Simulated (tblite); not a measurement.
C4H11NSi.
SMILES with atom numbers: `[CH3:1][CH2:2][CH2:3]/[CH:4]=[N:5]/[SiH3:6]` (hydrogens: H7, H8, H9 on C1; H10, H11 on C2; H12, H13 on C3; H14 on C4; H15, H16, H17 on Si6)

Computed with GFN2-xTB (tblite), gas phase: L-BFGS steps from a force-field or distance-geometry start until the largest atomic force falls under 0.01 eV/Å.

Step 11: E = -512.1741 eV
```
atom  x, y, z in Å  |  force x, y, z in eV/Å
C1      1.9500    0.6750    0.7664   -0.001  -0.019  -0.046
C2      1.7729    0.1491   -0.6503    0.024  -0.038  -0.048
C3      0.7030   -0.9517   -0.7102    0.134   0.046  -0.051
C4     -0.6493   -0.3563   -0.5368    0.013  -0.037   0.074
N5     -1.4410   -0.6345    0.3970    0.001   0.125  -0.168
Si6    -3.0192    0.0537    0.6354   -0.014   0.032  -0.126
H7      1.0277    1.1218    1.1257   -0.043   0.036   0.009
H8      2.7396    1.4196    0.7960    0.026   0.063   0.033
H9      2.2131   -0.1376    1.4370    0.039  -0.024   0.040
H10     1.4851    0.9670   -1.3199    0.042  -0.058   0.060
H11     2.7204   -0.2602   -1.0130   -0.039   0.025   0.044
H12     0.9101   -1.7180    0.0380   -0.090   0.020  -0.054
H13     0.7324   -1.3825   -1.7151    0.002  -0.170   0.060
H14    -0.8639    0.3745   -1.3286   -0.141   0.106  -0.002
H15    -3.8624   -0.2554   -0.5375    0.056   0.053   0.200
H16    -2.9125    1.5227    0.7489   -0.067  -0.195   0.031
H17    -3.5130   -0.5753    1.8571    0.058   0.036  -0.057
```

Step 12: E = -512.1812 eV
```
atom  x, y, z in Å  |  force x, y, z in eV/Å
C1      1.9496    0.6732    0.7666   -0.004   0.006  -0.044
C2      1.7745    0.1473   -0.6488    0.054  -0.051  -0.074
C3      0.7063   -0.9526   -0.7056    0.118   0.023  -0.100
C4     -0.6441   -0.3496   -0.5459   -0.005  -0.063   0.124
N5     -1.4419   -0.6249    0.3820   -0.018   0.076  -0.096
Si6    -3.0185    0.0544    0.6334   -0.078   0.057  -0.127
H7      1.0265    1.1200    1.1211   -0.073   0.027   0.041
H8      2.7345    1.4212    0.7981    0.067   0.077   0.029
H9      2.2146   -0.1387    1.4369    0.030  -0.023   0.052
H10     1.4867    0.9620   -1.3212    0.028  -0.029   0.058
H11     2.7216   -0.2592   -1.0119    0.001  -0.001   0.038
H12     0.9137   -1.7230    0.0383   -0.129   0.068   0.013
H13     0.7356   -1.3942   -1.7033    0.017  -0.158  -0.048
H14    -0.8564    0.3840   -1.3340   -0.091   0.109  -0.049
H15    -3.8811   -0.2479   -0.5267    0.074   0.035   0.183
H16    -2.9330    1.5231    0.7553   -0.038  -0.177   0.029
H17    -3.4954   -0.5830    1.8559    0.046   0.021  -0.031
```

Step 13: E = -512.1869 eV
```
atom  x, y, z in Å  |  force x, y, z in eV/Å
C1      1.9491    0.6719    0.7663    0.000   0.029  -0.014
C2      1.7769    0.1449   -0.6485    0.064  -0.041  -0.058
C3      0.7111   -0.9537   -0.7032    0.037  -0.012  -0.115
C4     -0.6385   -0.3441   -0.5532   -0.026  -0.025   0.079
N5     -1.4449   -0.6143    0.3669   -0.015   0.005  -0.013
Si6    -3.0202    0.0564    0.6299   -0.081   0.031  -0.061
H7      1.0240    1.1183    1.1177   -0.063   0.006   0.048
H8      2.7309    1.4237    0.8003    0.068   0.061   0.020
H9      2.2162   -0.1397    1.4373    0.016   0.001   0.044
H10     1.4884    0.9568   -1.3215    0.017   0.011   0.034
H11     2.7234   -0.2588   -1.0104    0.063  -0.030   0.022
H12     0.9147   -1.7255    0.0394   -0.139   0.091   0.072
H13     0.7391   -1.4074   -1.6942    0.028  -0.129  -0.117
H14    -0.8490    0.3934   -1.3393   -0.029   0.084  -0.063
H15    -3.8976   -0.2403   -0.5135    0.038   0.002   0.101
H16    -2.9532    1.5206    0.7618   -0.011  -0.096   0.033
H17    -3.4774   -0.5903    1.8542    0.034   0.011  -0.011
```

Task: Estimate the geometry and energy of step 14. (The exact step hangs on the optimiser's Hessian estimate; all steps are aligned on step 13, rigid shifts and turns removed.)

Result: E = -512.1905 eV, largest force 0.183 eV/Å
```
atom  x, y, z in Å  |  force x, y, z in eV/Å
C1      1.9488    0.6717    0.7659    0.006   0.033   0.014
C2      1.7798    0.1427   -0.6491    0.050  -0.022  -0.023
C3      0.7149   -0.9550   -0.7037   -0.043  -0.031  -0.094
C4     -0.6348   -0.3406   -0.5573   -0.034   0.028  -0.013
N5     -1.4484   -0.6064    0.3563    0.000  -0.045   0.034
Si6    -3.0234    0.0586    0.6269   -0.029  -0.017   0.020
H7      1.0211    1.1167    1.1162   -0.028  -0.014   0.034
H8      2.7295    1.4263    0.8021    0.038   0.030   0.012
H9      2.2172   -0.1400    1.4380    0.005   0.031   0.025
H10     1.4897    0.9533   -1.3213    0.018   0.035   0.008
H11     2.7261   -0.2593   -1.0092    0.099  -0.044   0.010
H12     0.9130   -1.7249    0.0420   -0.130   0.092   0.091
H13     0.7422   -1.4184   -1.6906    0.030  -0.094  -0.120
H14    -0.8425    0.4005   -1.3436    0.010   0.049  -0.044
H15    -3.9089   -0.2349   -0.5025   -0.019  -0.030   0.006
H16    -2.9678    1.5174    0.7670    0.006  -0.006   0.038
H17    -3.4636   -0.5958    1.8529    0.021   0.005   0.002
```

The energy changes by -0.0036 eV. The first-order estimate −F·Δx gives -0.0052 eV and the mean of the old and new forces, exact on a quadratic surface, -0.0036 eV. The step makes an angle of 70° with the force vector and moves no atom by more than 0.017 Å.

The cost below is that of the whole relaxation. On Arm Neoverse V1, one thread, shared host, this took 0.88 s wall.
